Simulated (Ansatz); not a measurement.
Harmonic frequencies (cm⁻¹) at PBE0-D4/def2-TZVP from Ansatz: 833.

Question: Which molecule is it?
A. `[As]12[As]3[As]1[As]23`
B. `[SiH]`•
C. `[Ge][Te]`
D. `P#P`

Answer: D.
